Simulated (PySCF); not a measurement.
3-ethylideneoxetane (C₅H₈O), SMILES CC=C1COC1.

Coordinates come from a PBE0-D3(BJ)/def2-SVP optimisation.

The numbers are results of PySCF with B3LYP/def2-TZVP, not measurements.

Symmetry labels are those of the subgroup Cs that the program uses (full group Cs).

Computed valence orbital energies around the gap with their symmetry:
```
orbital  symmetry  energy (eV)
-------  --------  -----------
HOMO−7         A"       -11.40
HOMO−6         A'       -11.33
HOMO−5         A"       -11.07
HOMO−4         A'       -10.47
HOMO−3         A'        -8.98
HOMO−2         A'        -8.90
HOMO−1         A"        -7.64
HOMO           A"        -6.55
LUMO           A"        -0.02
LUMO+1         A'         0.87
LUMO+2         A'         1.30
LUMO+3         A'         1.63
```
